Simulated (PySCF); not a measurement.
Species: C4H9O, charge 1, multiplicity 1. It need not be the lowest isomer of its formula. SMILES: CC(C)C=[OH+]
Geometry from a B3LYP-D3(BJ)/def2-TZVP (Ansatz) optimisation:
```
C
H 1 1.0996
C 1 1.4450 2 105.43
O 3 1.2690 1 121.11 2 137.23
H 4 0.9771 3 115.01 1 176.82
H 3 1.0917 4 118.22 5 -0.40
C 1 1.5220 2 112.17 3 126.91
H 7 1.0883 1 109.05 2 57.03
H 7 1.0896 8 108.21 1 121.50
H 7 1.0899 8 108.09 9 117.34
C 1 1.5774 2 104.91 3 -109.78
H 11 1.0886 1 106.10 2 -63.22
H 11 1.0886 12 109.09 1 118.92
H 11 1.0892 12 108.51 13 119.66
```
Charge +1, spin multiplicity 1.

Dispersion corrections to the total energy (kcal/mol) from the dftd3 and dftd4 libraries through PySCF: D3(BJ) without and D4 with the three-body term, each with the damping fitted for the functional named.

```
functional  D3(BJ)      D4
----------  ------  ------
revPBE           …  -17.22
TPSS         -7.68   -6.67
PBE          -6.24       …
CAM-B3LYP    -4.49       …
r2SCAN       -1.76   -1.26
BHLYP        -7.75   -5.31
BLYP        -12.71  -11.07
```

### Question
Some entries are withheld; supply them.

### Answer

- revPBE, D3(BJ): -16.12
- PBE, D4: -4.92
- CAM-B3LYP, D4: -4.08
